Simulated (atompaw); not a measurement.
# lithium: variants of one PAW (atompaw) potential

Base potential:

lithium (Li), PAW, made with atompaw 4.2.0.5 (PBEsol, non-relativistic). Core none, reference 1s2 2s0.5 2p0 (charge +0.5). Waves: 1s (bound): rc 0.75 bohr; 2s (bound): rc 1.00 bohr; 2p (bound, empty): rc 3.00 bohr; 2p channel at 1.05 Ry: rc 3.00 bohr. Local part: troulliermartins scheme with l = 2 at 0 Ry, radius 2.55 bohr. Core correction: none. Augmentation charge: besselshape compensation charge, radius 2.35 bohr; PAW radius 3.00 bohr; waves and projectors: modrrkj vanderbiltortho.

Cutoffs, loose and tight: the cutoffs (Ry, on a coarse ladder) from which the occupation-weighted sum of valence levels, in a spherical-Bessel basis at the reference potential, stays within 10 and 1 mRy of its value at 400 Ry. They see the waves, projectors and local potential, not the compensation charge or the core. A dash means not determined.

```tsv
change	outcome	cutoff, loose	cutoff, tight	bound ghosts
base	generated	70 Ry	120 Ry	none
local potential ultrasoft scheme with l = 2 at 0 Ry, radius 2.55 bohr	generated	70 Ry	120 Ry	none
reference 1s2 2s1 2p0	generated	70 Ry	140 Ry	none
wave 2p channel at 1.05 Ry: rc 3.00 bohr becomes 2p channel at -0.13 Ry: rc 3.00 bohr	failed: atompaw: The overlap operator has at least one negative eigenvalue!	–	–	–
augmentation besselshape compensation charge, radius 2.35 bohr; PAW radius 3.00 bohr; waves and projectors: custom rrkj gramschmidtortho	generated	80 Ry	100 Ry	none
wave 2s (bound): rc 1.00 bohr becomes 2s (bound): rc 2.30 bohr	generated	70 Ry	120 Ry	none
wave 2p (bound): rc 3.00 bohr becomes 2p (bound): rc 2.24 bohr	generated	70 Ry	120 Ry	none
all radii scaled by about 0.74 (s 0.56, p 2.22 bohr); local potential troulliermartins scheme with l = 2 at 0 Ry, radius 1.88 bohr; augmentation besselshape compensation charge, radius 1.74 bohr; PAW radius 2.22 bohr; waves and projectors: modrrkj vanderbiltortho	failed: atompaw: The overlap operator has at least one negative eigenvalue!	–	–	–
local potential troulliermartins scheme with l = 2 at 0 Ry, radius 2.58 bohr	generated	70 Ry	120 Ry	none
augmentation besselshape compensation charge, radius 2.98 bohr; PAW radius 3.00 bohr; waves and projectors: modrrkj vanderbiltortho	generated	70 Ry	120 Ry	none
scalar-relativistic	generated	70 Ry	120 Ry	none
```
